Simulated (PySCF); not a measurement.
## C8H7O: g tensor and hyperfine couplings

Species: C8H7O (doublet state).
Atom-mapped SMILES: `[CH2:1]=[C:2]1[C:3]=[CH:4]/[C:5]1=[CH:6]\[C:7]([CH3:8])=[O:9]` (hydrogens: H10, H11 on C1; H12 on C4; H13 on C6; H14, H15, H16 on C8)

Geometry (GFN2-xTB, Å), atoms numbered from 1 in this order:
```
atom  x, y, z in Å
C1     3.0479   -0.5381    0.0522
C2     2.1683    0.4394    0.1185
C3     2.1442    1.9096    0.1826
C4     0.7981    2.0316    0.1694
C5     0.6791    0.5740    0.1550
C6    -0.3254   -0.3090    0.2137
C7    -1.7290    0.1107    0.2817
C8    -2.7070   -1.0407    0.3254
O9    -2.0810    1.2694    0.3061
H10    4.1068   -0.3455    0.0361
H11    2.7377   -1.5689    0.0083
H12    0.0795    2.8217    0.1900
H13   -0.1079   -1.3677    0.2077
H14   -2.5073   -1.6566    1.2000
H15   -2.5873   -1.6586   -0.5622
H16   -3.7243   -0.6625    0.3716
```

The hyperfine couplings belong to this conformer and change with its torsions.

Method used: UKS B3LYP, pcH-1 on C H O, non-relativistic, mean-field spin-orbit, GIAO in PySCF 2.14.0. One conformer (not necessarily the lowest) at the GFN2-xTB geometry, without solvent, vibrations or thermal averaging. GFN2-xTB frequencies show an imaginary mode (27i cm⁻¹), so this geometry is no minimum at that level. Couplings are sensitive to structure, and on GFN2-xTB geometries they can be far from those on DFT ones. Stability of the SCF solution: not tested.

| Item | Value |
| --- | --- |
| g1, g2, g3 | 2.00105, 2.00206, 2.00280 |
| g_iso | 2.00197 |
| Form of g | rhombic: the two nearest values differ by 42 % of g3 − g1 |
| ⟨S²⟩ | 0.7626 (exact 0.7500) |
| HOMO–LUMO gap, α and β orbitals | 4.76, 3.57 eV |

Hyperfine couplings atom by atom, in 10⁻⁴ cm⁻¹; T1 to T3 are the principal values of the dipolar part (1 × 10⁻⁴ cm⁻¹ = 2.998 MHz):

| atom | isotope | a_iso | T1 | T2 | T3 | Mulliken spin population |
| --- | --- | --- | --- | --- | --- | --- |
| C1 | 13C | -1.1 | -0.6 | 0.3 | 0.3 | 0.01 |
| C2 | 13C | 10.6 | -4.6 | -3.1 | 7.6 | 0.01 |
| C3 | 13C | 135.4 | -26.2 | -18.6 | 44.9 | 0.96 |
| C4 | 13C | 5.7 | -7.8 | -0.4 | 8.2 | -0.07 |
| C5 | 13C | 38.9 | -2.8 | -0.7 | 3.6 | 0.11 |
| C6 | 13C | 10.2 | -4.1 | -0.1 | 4.1 | -0.03 |
| C7 | 13C | 0.4 | -0.2 | -0.1 | 0.3 | 0.00 |
| C8 | 13C | 0.8 | -0.1 | -0.1 | 0.2 | 0.00 |
| O9 | 17O | 0.2 | -1.0 | -0.5 | 1.5 | -0.01 |
| H10 | 1H | 2.4 | -0.9 | -0.7 | 1.7 | 0.01 |
| H11 | 1H | 1.3 | -0.6 | -0.6 | 1.3 | 0.00 |
| H12 | 1H | 3.8 | -2.3 | -1.3 | 3.6 | 0.00 |
| H13 | 1H | 1.2 | -0.9 | -0.5 | 1.4 | 0.00 |
| H14 | 1H | -0.2 | -0.1 | -0.1 | 0.2 | 0.00 |
| H15 | 1H | -0.2 | -0.1 | -0.1 | 0.2 | 0.00 |
| H16 | 1H | 0.3 | -0.1 | -0.1 | 0.2 | 0.00 |

Largest spin populations (Mulliken): C3 (+0.96), C5 (+0.11) and C4 (-0.07). C3 is the only atom above +0.15. The positive populations add up to 1.11 and the negative ones to -0.11, together 2S = 1.

Axes: g2 points within 6° of the C5–C6 bond.

Under fast tumbling the dipolar parts average out, and these isotropic splittings remain: 1 × 1H (H12, I = 1/2, 2 lines) with 0.41 mT, 1 × 1H (H10, I = 1/2, 2 lines) with 0.26 mT, 1 × 1H (H11, I = 1/2, 2 lines) with 0.13 mT and 1 × 1H (H13, I = 1/2, 2 lines) with 0.13 mT.

The 13C coupling of C3 (405.8 MHz) shows only in satellite lines or after enrichment, since that isotope makes up about 1.07 % of natural carbon.

Time: 1.9 min wall (with the writing of density and orbital grids); peak memory 0.97 GiB. Hardware: one thread, Arm Neoverse V1 (aarch64), no GPU, on a shared host.
